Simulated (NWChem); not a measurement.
# SiO2 anion, doublet

```xyz
3

O     -1.4759     0.0000    -0.2738
Si     0.0000     0.0000     0.2934
O      1.4759     0.0000    -0.2738
```
Atoms are numbered in this order, from 1.

Level: B3LYP/def2-SVPD, spin-unrestricted (NWChem), optimised geometry, unscaled harmonic frequencies. In the optimisation the excess spin sits in a1 (C2v, its own frame). B3LYP is NWChem's, with the RPA form of VWN correlation.

List the harmonic frequencies with IR intensities, and the thermochemistry.


```
frequency (cm⁻¹)  IR intensity (km/mol)
----------------  ---------------------
325                                31.6
898                                19.4
1158                              216.5
```

The zero-point energy is 3.4 kcal/mol. The thermal correction to the enthalpy at 298.15 K (with zero-point energy) comes out as 6.1 kcal/mol. The heat capacity Cv is 8.3 cal/(mol K) and the entropy at 298.15 K and 1 atm (symmetry number 2, electronic part: spin degeneracy alone) is 61.3 cal/(mol K).

Rigid rotor and harmonic oscillator.
